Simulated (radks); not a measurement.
Trend from Be2+ to Ne2+: ionisation energy by Delta-SCF between NIST ground configurations, and size. Calculated with a radial shooting solver on a logarithmic mesh with Libxc functionals: scalar-relativistic Kohn-Sham, r2SCAN, spin-polarised, spherical densities, finite nucleus; open shells are filled with parallel spins first; meta-GGA in the generalised Kohn-Sham scheme; Fermi nuclear charge, rms radius of each element as measured or else 0.836 A^(1/3) + 0.57 fm.

species,configuration,IE (eV),NIST (eV),kind,r at 0.001 e/bohr^3 (bohr)
Be2+,[He],153.97,153.90,theory,1.46
B2+,[He] 2s1,37.877,37.931,exp.,2.85
C2+,[He] 2s2,46.642,47.888,exp.,2.79
N2+,[He] 2s2 2p1,47.311,47.445,semi-emp.,2.67
O2+,[He] 2s2 2p2,55.900,54.936,semi-emp.,2.55
F2+,[He] 2s2 2p3,64.192,62.708,semi-emp.,2.43
Ne2+,[He] 2s2 2p4,62.316,63.423,exp.,2.36

Reference values: NIST Atomic Spectra Database (exp. = measured, semi-emp. = semi-empirical, theory = theoretical value adopted there). Open shells are spherical and high-spin; term and fine-structure splittings are not resolved.
